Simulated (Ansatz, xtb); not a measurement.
**Ranking isomers of C2H9NSi3**

5 gas-phase structures of C2H9NSi3, from a drawn sample of its isomers (lower ones may exist). Each was relaxed with GFN2-xTB; where two conformers were screened, the lower at r2SCAN-D4/def2-SVP is listed:

A. `C#C[SiH2][Si@@H](N)[SiH3]`, a singlet
B. `C#C[SiH2][SiH2][SiH2]N`, a singlet
C. `C#C[Si](N)([SiH3])[SiH3]`, a singlet
D. `C#C[Si@@H](N)[SiH2][SiH3]`, a singlet
E. `C#C[Si@@H]([SiH3])[SiH2]N`, a singlet

Estimate their order in r2SCAN-D4/def2-SVP energy at these geometries, lowest first.

Calculated order at r2SCAN-D4/def2-SVP: D (0.0), E (2.3), B (2.9), C (3.4), A (4.6) kcal/mol. Less than 1 kcal/mol parts E and B; B and C, so the order within those pairs means little.

Energies above the lowest of each column, in kcal/mol; the last columns are at PBE0-D3(BJ)/def2-SVP geometries:

| structure | GFN2-xTB | HF/STO-3G | r2SCAN-D4/def2-SVP | PBE0-D3(BJ)/def2-SVP | CCSD(T)/def2-SVP + ΔMP2/def2-TZVPP |
| --- | --- | --- | --- | --- | --- |
| D | 0.2 | 0.0 | 0.0 | 0.0 | 0.0 |
| E | 0.0 | 1.6 | 2.3 | 2.9 | 2.5 |
| B | 0.6 | 1.8 | 2.9 | 3.1 | 2.7 |
| C | 0.7 | 3.0 | 3.4 | 3.1 | 2.8 |
| A | 0.2 | 3.5 | 4.6 | 4.3 | 4.1 |

Every level run on D puts it lowest or level with the lowest. Flexible structures stand in one conformer each, not always the lowest. B keeps a small imaginary mode. ΔMP2 is the change of the MP2 energy from the smaller to the larger basis.

Over these structures GFN2-xTB departs from r2SCAN-D4/def2-SVP by 1.0 kcal/mol on average once a common shift is removed. A GFN2-xTB relaxation took about 0.17 s and the r2SCAN-D4/def2-SVP energy about 2.2 s on a shared host (Ansatz 0.2.0, xtb 6.7.1).
